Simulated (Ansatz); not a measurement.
ClHZn (SMILES [Cl][ZnH]) moved off its minimum; all values from Ansatz (a first-principles code), cores frozen in correlated methods.
(charge 0, multiplicity 1)
```xyz
3

Zn    -0.0073     0.0377    -0.7485
H     -0.0119     0.0037    -2.2990
Cl     0.0085    -0.0618     1.3701
```

Problem. Give the forces (eV/Å), the total energy and the dipole at CCSD(T)/def2-TZVPPD.

Solution. 
| atom | Fx | Fy | Fz |
|---|---|---|---|
| Zn1 | 0.007 | -0.131 | -0.417 |
| H2 | -0.002 | 0.077 | 0.565 |
| Cl3 | -0.004 | 0.054 | -0.149 |
Energy -2238.6435 hartree, dipole 1.81 D.
